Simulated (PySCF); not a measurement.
CrO₂Cl₂, SMILES [O]=[Cr](=[O])([Cl])[Cl], multiplicity 1. Coordinates come from a PBE0-D3(BJ)/def2-SVP optimisation. The spin state was assumed, not searched. The isomer is the one that the SMILES or the coordinates give; other isomers of the formula were not compared.

Calculation: PBE0-D3(BJ)/def2-SVP (PySCF).

Harmonic wavenumbers (cm⁻¹): 141, 226, 245, 281, 379, 498, 509, 1171, 1173. Rotational constants (GHz): 3.273, 1.907, 1.574; symmetry number 2.

Q: Work out the zero-point energy and the ideal-gas rigid-rotor harmonic-oscillator thermochemistry at 298.15 K and 1 atm.

A: ZPE = ½ Σ hcν = ½ × 4624 cm⁻¹ = 6.61 kcal/mol. H − E(el) = 10.82 kcal/mol. Entropy in cal/(mol K): translation 41.02, rotation 26.51, vibration 10.43, total 77.95. G − E(el) = -12.42 kcal/mol. Cp = 19.59 cal/(mol K). Modes under 150 cm⁻¹ make the vibrational entropy uncertain.
